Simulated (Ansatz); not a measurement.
C7H7O, doublet (typed; the unrestricted solution is spin-contaminated), geometry from GFN2-xTB; CCSD(T)/STO-3G (Ansatz, a first-principles code).

Ansatz was given this input:
Ansatz 0.2 input:
```yaml
crystal:
  periodic: [false, false, false]
  atoms:
    - {symbol: C, position_ang: [-2.55992014, -0.06325843, -0.90598104]}
    - {symbol: O, position_ang: [-1.33245146, -0.74520567, -0.97831893]}
    - {symbol: C, position_ang: [-0.27054711, -0.25461167, -0.27213638]}
    - {symbol: C, position_ang: [0.91374126, -0.98457946, -0.39316129]}
    - {symbol: C, position_ang: [2.05723722, -0.57915270, 0.27987066]}
    - {symbol: C, position_ang: [1.96833945, 0.54532303, 1.04998010]}
    - {symbol: C, position_ang: [0.84048150, 1.29138561, 1.20143484]}
    - {symbol: C, position_ang: [-0.30987339, 0.88386454, 0.52460604]}
    - {symbol: H, position_ang: [-3.24617313, -0.62589548, -1.53707612]}
    - {symbol: H, position_ang: [-2.94847022, -0.03967976, 0.11760281]}
    - {symbol: H, position_ang: [-2.47595001, 0.95986048, -1.28733095]}
    - {symbol: H, position_ang: [0.91863447, -1.86461753, -1.01761871]}
    - {symbol: H, position_ang: [2.97291804, -1.14252228, 0.18703150]}
    - {symbol: H, position_ang: [0.81367348, 2.17490708, 1.82099995]}
    - {symbol: H, position_ang: [-1.21177379, 1.46576733, 0.63526541]}
basis:
  gaussian:
    orbitals: STO-3G
magnetization: {spin_polarized: true, initial_magnetization: 1}
correlation: {method: ccsd_t, electrons: outside_noble_gas}
accuracy: high
```

Task: Predict the main parts of the log of this Ansatz run.

Result: 
```
Functional definition: HF
1069 factors; integrals over basis functions are off by at most 3.7e-9 eV
mean field evaluation 1: about -9239.1727 eV, gradient 1.8e1 eV
mean field evaluation 2: about -9239.5764 eV, gradient 1.8e1 eV
mean field evaluation 4: about -9242.3574 eV, gradient 2.3e0 eV
mean field evaluation 8: about -9242.4384 eV, gradient 8.4e-1 eV
mean field evaluation 16: about -9243.1773 eV, gradient 1.0e-3 eV
mean field evaluation 32: about -9242.5705 eV, gradient 3.4e0 eV
mean field evaluation 64: about -9239.1732 eV, gradient 1.8e1 eV
mean field evaluation 96: about -9242.3554 eV, gradient 5.2e-7 eV
mean field evaluation 128: about -9239.1911 eV, gradient 1.9e-8 eV
mean field evaluation 160: about -9239.2941 eV, gradient 4.0e-1 eV
mean field -9243.17733199 eV, -339.6805017000 hartree, gradient 2.7e-8 eV, S^2 1.708750; 7 other end points of the search recorded, 0 dependent functions left out
determinant -9243.17733199 eV, -339.6805017000 hartree, with singles and doubles -9256.00524814 eV, -340.1519189236 hartree
determinant -9242.42205082 eV, -339.6527456290 hartree, with singles and doubles -9256.06188004 eV, -340.1540001074 hartree
determinant -9239.19113170 eV, -339.5340115414 hartree, with singles and doubles -9251.23912099 eV, -339.9767669812 hartree
determinant -9243.17733199 eV, -339.6805017000 hartree, with singles and doubles -9256.03589587 eV, -340.1530452066 hartree
determinant -9242.42205082 eV, -339.6527456290 hartree, with singles and doubles -9256.08798106 eV, -340.1549593021 hartree
determinant -9242.35539193 eV, -339.6502959599 hartree, with singles and doubles -9256.21240461 eV, -340.1595317832 hartree
8 core orbitals not correlated
reference -9243.17733199 eV, -339.6805017000 hartree; 21, 20 occupied and 18, 19 virtual orbitals, 1069 factors
second order -9.28371055 eV of doubles, -0.00000000 eV of singles
cycle   1  -12.85855981 eV  change    4.1e-6 eV  update   2.7e-6
cycle   2  -12.85855724 eV  change    2.6e-6 eV  update   1.7e-6
cycle   3  -12.85855476 eV  change    2.5e-6 eV  update   9.5e-7
cycle   4  -12.85855343 eV  change    1.3e-6 eV  update   3.9e-7
cycle   5  -12.85855278 eV  change    6.4e-7 eV  update   2.1e-7
cycle   6  -12.85855244 eV  change    3.5e-7 eV  update   1.4e-7
cycle   7  -12.85855241 eV  change    2.7e-8 eV  update   8.7e-8
cycle   8  -12.85855246 eV  change   -4.5e-8 eV  update   5.6e-8
cycle   9  -12.85855243 eV  change    2.5e-8 eV  update   1.7e-7
cycle  10  -12.85855253 eV  change   -9.7e-8 eV  update   7.8e-8
cycle  11  -12.85855268 eV  change   -1.5e-7 eV  update   4.5e-8
cycle  12  -12.85855286 eV  change   -1.8e-7 eV  update   2.8e-8
cycle  13  -12.85855299 eV  change   -1.3e-7 eV  update   1.5e-8
cycle  14  -12.85855304 eV  change   -5.3e-8 eV  update   7.1e-9
cycle  15  -12.85855305 eV  change   -1.1e-8 eV  update   3.5e-9
cycle  16  -12.85855305 eV  change   -1.3e-9 eV  update   1.9e-9
perturbative correction -0.35464456 eV, -0.0130329472 hartree
WARN: the results are in doubt because among natural orbitals full CI differs from the method by -0.160 eV
Total energy: -9256.39052960 eV, -340.1660777560 hartree
In doubt: among natural orbitals full CI differs from the method by -0.160 eV
```
